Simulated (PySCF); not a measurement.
Isomers of C4H14Si4, from PySCF, PBE0-D3(BJ)/def2-SVP geometry optimisation, gas phase. One conformer each, no zero-point energy, no frequencies.

Problem. Which isomer lies lowest at this level?
A. `[CH3:1][Si@H:2]1[SiH2:3][Si@H:4]([CH:5]2[CH2:6][CH2:7]2)[SiH2:8]1` with Si3–Si4–C5–C6 -21°, C1–Si2–Si3–Si4 145°, Si2–Si3–Si4–C5 88°, Si4–C5–C6–C7 110°, Si3–Si4–Si8–Si2 23°: A = 1525, B = 659.6, C = 604.1 MHz, dipole 0.85 D
B. `[CH:1]#[C:2][Si@H:3]([CH2:4][CH3:5])[SiH2:6][SiH2:7][SiH3:8]` with C2–Si3–C4–C5 -178°, C2–Si3–Si6–Si7 -46°, Si3–Si6–Si7–Si8 -48°: A = 1244, B = 545.3, C = 476.4 MHz, dipole 1.15 D
C. `[CH3:1][C:2]#[C:3][Si@H:4]([CH3:5])[SiH:6]([SiH3:7])[SiH3:8]` with C3–Si4–Si6–Si7 -59°: A = 855.9, B = 643.7, C = 558.2 MHz, dipole 1.59 D

Solution. A. That is `C[Si@H]1[SiH2][Si@H](C2CC2)[SiH2]1`, 22.5 kcal/mol below the next.

```
                            SMILES                                                      mapped SMILES       E (Eh)  relative (kcal/mol)  relative (kJ/mol)  dipole (D)
C[Si@H]1[SiH2][Si@H](C2CC2)[SiH2]1  [CH3:1][Si@H:2]1[SiH2:3][Si@H:4]([CH:5]2[CH2:6][CH2:7]2)[SiH2:8]1  -1317.67284                  0.0                0.0        0.85
  CC#C[Si@H](C)[SiH]([SiH3])[SiH3]       [CH3:1][C:2]#[C:3][Si@H:4]([CH3:5])[SiH:6]([SiH3:7])[SiH3:8]  -1317.63702                 22.5               94.0        1.59
   C#C[Si@H](CC)[SiH2][SiH2][SiH3]       [CH:1]#[C:2][Si@H:3]([CH2:4][CH3:5])[SiH2:6][SiH2:7][SiH3:8]  -1317.61745                 34.8              145.4        1.15
```

As drawn, the lowest has a three-membered ring and a four-membered ring, which the highest lacks; the highest has a C≡C bond, which the lowest lacks.
